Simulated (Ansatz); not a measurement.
FeH₂O (charge +1): shapes and states compared

Calculated in Ansatz's Gaussian-basis code; MRCISD by development code. Basis cc-pVTZ, nonrelativistic, 10 orbitals frozen in the corrections; active space CAS(7,11). Restricted Hartree–Fock, then the lowest state-specific CASSCF solution met for each case. Coupled cluster stands on the determinant that it favours, not always the lowest RHF. Single-reference values can break down or jump between states where bonds are stretched. Unlike active orbitals can shift such differences by tenths of an eV, at times by over 1 eV.

Case A, sextet:

```xyz
4

Fe    0.0000    0.0000   -0.6158
O     0.0000    0.0000    1.4842
H     0.0000    0.7750    2.0692
H     0.0000   -0.7750    2.0692
```

Case B, quartet: the shape of A.

Energy less that of case A, in eV:

```tsv
case	RHF/ROHF	CASSCF	CCSD(T)	FIC-NEVPT2	MRCISD
B	+1.858	+0.439	+0.154	+0.100	+0.154
```

(1) Give the MRCISD+Q energies against case A.

(2) Which case is lowest, and do the methods agree?

## Answers

(1) B: +0.127 eV (2.9 kcal/mol).

(2) A is lowest in MRCISD+Q. Of the methods shown, RHF/ROHF, CASSCF, CCSD(T), FIC-NEVPT2, MRCISD agree.
